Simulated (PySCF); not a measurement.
Compound: [In(CN)4]-, C₄InN₄ (charge -1).
Bonds: In1–C2, In1–C4, In1–C6, In1–C8, C2–N3, C4–N5, C6–N7, C8–N9.

Computed by this run: PBE0-D3(BJ)/def2-SVP geometry optimisation, gas phase, def2 core potentials past Kr in PySCF 2.14.0; density fitting, grid level 1; the optimiser is geomeTRIC in internal coordinates, started from a GFN2-xTB structure with every atom displaced at random (about 0.03 Å).

Geometry at step 2:
```
atom  x, y, z in Å
In1     0.0319   -0.0224    0.0006
C2     -0.0065   -0.0179    2.1604
N3     -0.0323   -0.0335    3.3227
C4      2.0742    0.0123   -0.7155
N5      3.1505   -0.0154   -1.1382
C6     -0.9975    1.7623   -0.7095
N7     -1.5236    2.7247   -1.0955
C8     -0.9942   -1.7640   -0.7561
N9     -1.5698   -2.7154   -1.0946
```

Task: Give the atomic forces at this geometry.

Result: 
```
atom  Fx (eV/Å)  Fy (eV/Å)  Fz (eV/Å)
 In1     -0.057      0.253     -0.095
  C2      0.012     -0.061      0.053
  N3      0.008      0.019     -0.083
  C4     -0.745     -0.067      0.241
  N5      0.640      0.024     -0.212
  C6      0.101     -0.094      0.026
  N7      0.015     -0.062      0.024
  C8     -0.010     -0.054      0.089
  N9      0.035      0.042     -0.042
```

The largest, 0.79 eV/Å, acts on C4; the rms over all components is 0.211 eV/Å. The forces sum to zero within rounding, as they must for an isolated molecule in no field.

Task: Give the force on C4 in Eh/bohr and in nN.

Result: 0.785 eV/Å ÷ 51.422 = 0.01527 Eh/bohr, and 0.785 eV/Å × 1.602 = 1.26 nN.

Task: How far is this geometry from the end of the optimisation?

Result: 0.009 eV above it, and 0.034 Å rms away after alignment. The bonds farthest from their final lengths, with half the difference of the two atoms' forces along the bond (positive lengthens):

```json
{"bond": "In1–C6", "now (Å)": "2.179", "final (Å)": "2.159", "force along bond (eV/Å)": "-0.20"}
{"bond": "In1–C4", "now (Å)": "2.165", "final (Å)": "2.158", "force along bond (eV/Å)": "-0.38"}
{"bond": "C4–N5", "now (Å)": "1.157", "final (Å)": "1.162", "force along bond (eV/Å)": "+0.73"}
```

The angle farthest from its final value is In1–C8–N9, 176.4° against 179.6°.

What follows is the cost of the whole optimisation. Hardware: one thread, Arm Neoverse V1 (aarch64), on a shared host. Cost: 96 s of wall time, 0.51 GiB resident at most.
